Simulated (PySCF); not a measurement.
Radial density of In²⁺ (indium, charge +2)

PBEsol, [Kr] 4d9 5s2, 2D determinant (an excited configuration). Calculation: PySCF 2.14, in x2c-QZVPPall (13s9p7d4f1g, 112 functions); scalar relativity by spin-free X2C-1e.

```tsv
r (bohr)	4πr²ρ (e/bohr)	4πr²(ρα − ρβ)
0.0230	62.80	-0.0002
0.0386	54.13	0.0007
0.0649	68.57	0.0157
0.109	76.49	0.1052
0.184	54.83	0.2788
0.309	62.46	0.1157
0.520	21.36	0.1942
0.874	21.15	1.0562
1.47	6.946	0.4963
2.47	1.347	0.0320
4.16	0.07463	-0.0018
7.00	0.0003338	0.0000
```

Densities and radii are taken from the X2C orbitals without a picture-change correction, which distorts them close to the nucleus.
